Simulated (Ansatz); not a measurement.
The cluster Co3. Charge 0, multiplicity 4. Geometry PBE0-D4/def2-TZVP; atoms count from 1.

```xyz
3

Co   -0.996   -0.445    0.739
Co    0.826    1.050    0.571
Co    0.171   -0.605   -1.310
```

The charge 0 quartet is spin-contaminated (final ⟨S²⟩ up to 5.69, 3.75 for a pure state). The geometry of the quartet was relaxed on an unsound state (⟨S²⟩ 5.69, where a pure state has 3.75). At PBE0-D4/def2-TZVP a doublet of charge 0 lies 0.82 eV below the quartet, each at its own geometry. That doublet is doubtful there (⟨S²⟩ 3.78, where a pure state has 0.75). The structure comes from a short search, and lower isomers may exist.

Estimate the Mulliken populations from the PBE0/def2-TZVP orbitals of Ansatz.


```json
{"atom": "Co1", "charge (e)": "0.12", "spin (α − β)": "1.94", "d electrons": "7.96"}
{"atom": "Co2", "charge (e)": "-0.05", "spin (α − β)": "1.64", "d electrons": "7.89"}
{"atom": "Co3", "charge (e)": "-0.07", "spin (α − β)": "-0.58", "d electrons": "7.92"}
```
Mulliken values and Mayer orders depend strongly on the basis.

Where does the spin sit?

Summed by element: Co 3.00, of 3 unpaired in all. Largest on single atoms: Co1 1.94, Co2 1.64, Co3 -0.58.

And the Mayer bond orders between bonded heavy atoms (over 0.3)?

Co1–Co2 0.80 (2.36 Å); Co1–Co3 0.75 (2.36 Å); Co2–Co3 0.47 (2.59 Å).
